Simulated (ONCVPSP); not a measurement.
Potentials for selenium (Se) compared

Generated with ld1.x 7.5 (TM, RRKJ, ultrasoft, PAW), atompaw 4.2 or ONCVPSP 4.0.1. The cutoff is in Ry: for ld1.x and atompaw files where the sum of valence levels is converged to 10 mRy in a Bessel basis, for ONCV files where the hardest occupied wave has 1 mHa per electron of residual kinetic energy. The error is the largest all-electron minus pseudo excitation energy over each file’s own four to seven test configurations (ionisations up to +4, promotions, holes and added fractions of an electron), all of which were solved. The labels leave out finer settings (local radius, basis sizes, second energies), which also bear on the numbers. Spin-polarised tests are not counted. The rows are a selection from randomly drawn settings: files with unsolved tests, undetermined cutoffs or missed reference levels are left out.

A true bound ghost makes a file unfit for plane-wave use even where its test errors are small: the radial tests pick states by their node count and pass the ghost by.

| potential | cutoff (Ry) | largest error (meV) | bound ghosts |
| --- | --- | --- | --- |
| ONCV, PBEsol, scalar-relativistic, rc 1.10/1.00/0.90 (spd), local d, core correction yes, reference 3s2 3p6 3d10 4s2 4p4, qcut 10.7/11.3/14.5, projectors 2/2/0 | 214 | -215 | s |
| ONCV, PBE, scalar-relativistic, rc 1.50/1.45/0.85 (spd), local smoothed, core correction yes, reference 3d10 4s2 4p3.75, qcut 3.5/5.5/21.9, projectors 1/2/2 | 337 | -4.0 | s |
| ONCV, PBE, scalar-relativistic, rc 0.85/1.15/0.65 (spd), local d, core correction yes, reference 3s2 3p6 3d10 4s2 4p3, qcut 15.2/13.9/25.4, projectors 3/2/0 | 481 | -7.5 | none |
| ONCV, LDA (Perdew-Wang 92), non-relativistic, rc 1.05/0.95/0.95 (spd), local smoothed, core correction yes, reference 3s2 3p6 3d10 4s2 4p2, qcut 9.8/14.5/17.8, projectors 2/3/2 | 247 | -0.1 | none |
| ONCV, LDA (Perdew-Wang 92), scalar-relativistic, rc 1.65/1.25/1.80 (spd), local smoothed, core correction yes, reference 4s1.75 4p4.25, qcut 3.9/7.6/6, projectors 3/2/1 | 65 | -2.6 | p |
| ONCV, PBE, scalar-relativistic, rc 1.30/1.80/0.90/1.90 (spdf), local smoothed, core correction yes, reference 3d10 4s2 4p3.75, qcut 5.9/4.6/18/5.5, projectors 1/2/2/2 | 254 | -1.0 | s |

**Question.** Fill in the row for Se: ONCV, Wu-Cohen, scalar-relativistic, rc 1.00/0.95/1.20 (spd), local smoothed, core correction yes, reference 3s2 3p6 3d10 4s2 4p3, qcut 14.2/16.9/14.9, projectors 2/2/2.

**Answer.** cutoff 168 Ry, largest error -6.2 meV, bound ghosts: none.

**Question.** Fill in the row for Se: ONCV, PBE, scalar-relativistic, rc 1.50/1.85/1.15 (spd), local smoothed, core correction yes, reference 3d10 4s2 4p4, qcut 4.7/3.6/15.9, projectors 2/1/3.

**Answer.** cutoff 187 Ry, largest error -15 meV, bound ghosts: none.
